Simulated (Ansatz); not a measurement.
Cu₂F₂⁻, that is (CuF)2 ring with one electron more: single points at one geometry.

```yaml
crystal:
  periodic: [false, false, false]
  atoms:
    - {symbol: Cu, position_ang: [-0.013375, -1.111670, 0.410714]}
    - {symbol: F, position_ang: [-1.165715, 0.371794, 0.968411]}
    - {symbol: Cu, position_ang: [0.013376, 1.111659, -0.410712]}
    - {symbol: F, position_ang: [1.165714, -0.371784, -0.968413]}
basis:
  gaussian: {orbitals: def2-TZVPD, initial_orbitals: start.molden}
total_charge: -1
magnetization: {spin_polarized: true, initial_magnetization: 1}
hamiltonian: {xc: pbe, dispersion: d4}
scf: {omitted_lower_state_checks: [starts]}
output: {orbitals: {seedname: orbitals}}
```

The file start.molden holds the orbitals of an earlier run on this structure, at another level or in another basis.

```sh
$ ansatz run in.yaml --threads 4 --pin off --events-out ev --progress --plain --max-ram 3916MiB
```

It prints (some lines left out):

```
Functional definition: PBE
1332 factors; their error is unknown
mean field evaluation 1: about -94702.2184 eV, gradient 9.2e0 eV
mean field evaluation 2: about -94702.5195 eV, gradient 6.0e-1 eV
mean field evaluation 4: about -94702.4979 eV, gradient 5.4e-2 eV
mean field evaluation 8: about -94702.4979 eV, gradient 2.5e-5 eV
mean field -94702.49793253 eV, -3480.2526073617 hartree, gradient 2.5e-5 eV, S^2 0.767868; 0 other end points of the search recorded, 0 dependent functions left out
reference -94702.49797064 eV, -3480.2526087624 hartree; 39, 38 occupied and 137, 138 virtual orbitals, 1332 factors
Total energy: -94702.59175974 eV, -3480.2560554482 hartree
Checks for a lower state left out: starts
```

It took 3.4 s on 4 threads of Arm Neoverse V2 on a shared host.

As the first input, with `hamiltonian: {xc: r2scan, dispersion: d4}` (abridged; 8.5 s):

```
Functional definition: r2SCAN
mean field -94717.82244115 eV, -3480.8157726663 hartree, gradient 1.1e-5 eV, S^2 0.817810
Total energy: -94717.84124902 eV, -3480.8164638428 hartree
Checks for a lower state left out: starts
```

The first input with `hamiltonian: {xc: pbe0, dispersion: d4}` (abridged; 6.5 s):

```
Functional definition: PBE0
mean field -94701.85183733 eV, -3480.2288638014 hartree, gradient 2.5e-5 eV, S^2 0.760041
Total energy: -94701.92988905 eV, -3480.2317321489 hartree
Checks for a lower state left out: starts
```

Geometry: PBE0-D4/def2-SVP, that of the neutral singlet.

At PBE-D4/def2-TZVPD, r2SCAN-D4/def2-TZVPD, PBE0-D4/def2-TZVPD the highest occupied level of the charge -1 doublet lies above zero (up to 0.98 eV). By energy differences its removal costs 1.21 eV (vertical, to the charge 0 singlet, at PBE-D4/def2-TZVPD); a positive level beside a positive removal energy at the same level points to self-interaction error.
